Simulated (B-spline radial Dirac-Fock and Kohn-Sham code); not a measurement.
Kohn-Sham estimates against Dirac-Fock for the levels of Se²⁰⁺

System: the Se²⁰⁺ ion, [Ne] 3s2 3p2.

The density-functional columns are spherical, spin-unpolarised Dirac-Kohn-Sham results without Breit or QED terms: −ε is minus the orbital energy of the initial state and ΔSCF the difference of two total energies. The reference in the last column comes from relaxed Dirac-Fock hole states (ΔSCF) with Breit and QED corrections and a finite nucleus. All numbers are from a radial finite-basis atomic code, in eV; a selection of levels is shown. For the 1s level of heavy atoms much of the gap between ΔSCF and the reference is the Breit and QED part, -27.5 eV here; for other levels the error of the functional can be larger.

```csv
level,LDA −ε,LDA ΔSCF,Dirac-Fock
K (1s),13316.6,13554.6,13530.0
L1 (2s),2413.2,2469.7,2497.8
L2 (2p1/2),2256.9,2322.7,2319.3
L3 (2p3/2),2214.2,2278.7,2277.3
M1 (3s),874.2,897.4,895.2
"M2,3 (3p)",815.6,839.4,837.5
```

Values without a named source are computed, but for edge energies of neutral atoms, which are taken from tables.
